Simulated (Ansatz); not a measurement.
A run for Ansatz (an electronic-structure program): R-HF/def2-TZVPP on CH5B (SMILES BC), atoms moved off the minimum.

Ansatz 0.2 input:
```yaml
crystal:
  periodic: [false, false, false]
  atoms:
    - {symbol: B, position_ang: [-0.53872911, -0.81242229, -0.05765116]}
    - {symbol: H, position_ang: [0.00455276, -1.60252924, 0.81371258]}
    - {symbol: H, position_ang: [-1.63062388, -0.79904739, -0.48292118]}
    - {symbol: C, position_ang: [0.36085448, 0.54553108, -0.16823084]}
    - {symbol: H, position_ang: [-0.00012881, 1.15977959, 0.69501828]}
    - {symbol: H, position_ang: [0.03271751, 1.17548708, -1.13865302]}
    - {symbol: H, position_ang: [1.51226796, 0.45024236, -0.03058495]}
basis:
  gaussian:
    orbitals: def2-TZVPP
hamiltonian:
  xc: {name: HF}
scf: {lower_state_search: off}
output: {forces: true}
```

**Question.** Predict the final total energy.

**Answer.** -65.4425 hartree.
